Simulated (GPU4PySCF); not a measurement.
azobenzene (C₁₂H₁₀N₂), SMILES c1ccc(/N=N/c2ccccc2)cc1.

Geometry optimised at B3LYP-D3(BJ)/def2-TZVP. One conformer was computed; it need not be the lowest.

Level of theory: B3LYP-D3(BJ)/def2-TZVP (GPU4PySCF).

Harmonic, unscaled wavenumbers; measured fundamentals usually lie a few per cent lower.

Computed harmonic wavenumbers and intensities:
| mode | ν (cm⁻¹) | IR (km/mol) | Raman (Å⁴/amu) | depolarisation | moving atoms (share of kinetic energy) |
|---|---|---|---|---|---|
| 1 | 21 | 0.0 | 0.0 | – | C 79 %, H 21 % |
| 2 | 62 | 1.4 | 0.0 | – | C 59 %, N 30 %, H 12 % |
| 3 | 86 | 2.0 | 0.0 | – | C 63 %, N 23 %, H 14 % |
| 4 | 96 | 0.0 | 2.1 | 0.75 | C 50 %, N 42 %, H 9 % |
| 5 | 226 | 0.0 | 0.7 | 0.53 | C 86 %, H 10 % |
| 6 | 252 | 0.0 | 3.4 | 0.75 | N 50 %, C 41 %, H 9 % |
| 7 | 308 | 0.6 | 0.0 | – | C 49 %, N 37 %, H 14 % |
| 8 | 309 | 0.0 | 1.1 | 0.68 | C 85 %, H 13 % |
| 9 | 418 | 0.0 | 0.0 | – | C 72 %, H 28 % |
| 10 | 421 | 0.0 | 0.0 | – | C 71 %, H 28 % |
| 11 | 490 | 0.0 | 0.2 | 0.75 | C 71 %, H 27 % |
| 12 | 532 | 25.5 | 0.0 | – | N 54 %, C 39 % |
| 13 | 552 | 5.8 | 0.0 | – | C 58 %, N 36 % |
| 14 | 560 | 15.9 | 0.0 | – | C 62 %, H 25 %, N 13 % |
| 15 | 630 | 0.0 | 23.6 | 0.64 | C 92 % |
| 16 | 636 | 0.5 | 0.0 | – | C 89 % |
| 17 | 689 | 0.0 | 7.7 | 0.62 | C 84 %, N 9 % |
| 18 | 699 | 0.0 | 0.4 | 0.75 | C 55 %, H 45 % |
| 19 | 704 | 87.6 | 0.0 | – | H 55 %, C 45 % |
| 20 | 782 | 0.0 | 3.0 | 0.75 | H 58 %, C 41 % |
| 21 | 802 | 60.7 | 0.0 | – | C 49 %, H 48 % |
| 22 | 844 | 0.5 | 0.0 | – | C 62 %, N 29 %, H 9 % |
| 23 | 858 | 0.0 | 0.0 | – | H 79 %, C 21 % |
| 24 | 859 | 0.0 | 0.1 | 0.75 | H 79 %, C 21 % |
| 25 | 942 | 0.0 | 12.7 | 0.71 | N 57 %, C 35 % |
| 26 | 949 | 0.0 | 0.0 | – | H 68 %, C 32 % |
| 27 | 954 | 7.9 | 0.0 | – | H 65 %, C 34 % |
| 28 | 977 | 0.1 | 0.0 | – | H 74 %, C 26 % |
| 29 | 978 | 0.0 | 1.1 | 0.75 | H 74 %, C 26 % |
| 30 | 994 | 0.0 | 1.3 | 0.75 | H 75 %, C 25 % |
| 31 | 994 | 1.4 | 0.0 | – | H 75 %, C 25 % |
| 32 | 1024 | 0.0 | 352.3 | 0.18 | C 91 %, H 9 % |
| 33 | 1024 | 2.0 | 0.0 | – | C 91 %, H 9 % |
| 34 | 1044 | 13.7 | 0.0 | – | C 54 %, H 46 % |
| 35 | 1044 | 0.0 | 15.9 | 0.04 | C 56 %, H 44 % |
| 36 | 1100 | 0.0 | 13.5 | 0.19 | H 65 %, C 35 % |
| 37 | 1103 | 12.9 | 0.0 | – | H 66 %, C 34 % |
| 38 | 1164 | 0.0 | 2413.2 | 0.30 | H 48 %, C 38 %, N 14 % |
| 39 | 1178 | 29.4 | 0.0 | – | H 80 %, C 18 % |
| 40 | 1184 | 0.3 | 0.0 | – | H 89 %, C 11 % |
| 41 | 1184 | 0.0 | 43.8 | 0.62 | H 89 %, C 11 % |
| 42 | 1211 | 0.0 | 798.2 | 0.33 | H 52 %, C 41 % |
| 43 | 1259 | 20.2 | 0.0 | – | C 62 %, H 21 %, N 18 % |
| 44 | 1339 | 3.6 | 0.0 | – | C 51 %, H 47 % |
| 45 | 1346 | 0.0 | 302.8 | 0.33 | H 60 %, C 35 % |
| 46 | 1353 | 0.0 | 43.3 | 0.73 | C 85 %, H 15 % |
| 47 | 1353 | 6.1 | 0.0 | – | C 71 %, H 29 % |
| 48 | 1483 | 0.0 | 1921.6 | 0.35 | C 47 %, H 34 %, N 19 % |
| 49 | 1491 | 11.7 | 0.0 | – | C 60 %, H 40 % |
| 50 | 1510 | 0.0 | 1072.7 | 0.35 | C 54 %, H 40 % |
| 51 | 1523 | 11.5 | 0.0 | – | C 59 %, H 40 % |
| 52 | 1554 | 0.0 | 2962.2 | 0.35 | N 60 %, C 28 %, H 12 % |
| 53 | 1625 | 4.6 | 0.0 | – | C 89 %, H 11 % |
| 54 | 1630 | 0.0 | 15.5 | 0.24 | C 88 %, H 9 % |
| 55 | 1641 | 3.2 | 0.0 | – | C 90 %, H 10 % |
| 56 | 1647 | 0.0 | 413.2 | 0.44 | C 78 %, N 13 %, H 9 % |
| 57 | 3171 | 2.6 | 0.0 | – | H 92 % |
| 58 | 3171 | 0.0 | 81.3 | 0.60 | H 92 % |
| 59 | 3181 | 17.5 | 7.9 | 0.72 | H 92 %, C 8 % |
| 60 | 3181 | 0.5 | 279.1 | 0.72 | H 92 %, C 8 % |
| 61 | 3191 | 33.6 | 0.0 | – | H 92 %, C 8 % |
| 62 | 3191 | 0.0 | 349.6 | 0.34 | H 92 %, C 8 % |
| 63 | 3200 | 31.0 | 0.0 | – | H 91 %, C 9 % |
| 64 | 3201 | 0.0 | 480.3 | 0.12 | H 91 %, C 9 % |
| 65 | 3215 | 0.0 | 118.5 | 0.15 | H 92 %, C 8 % |
| 66 | 3216 | 8.7 | 0.0 | – | H 92 %, C 8 % |
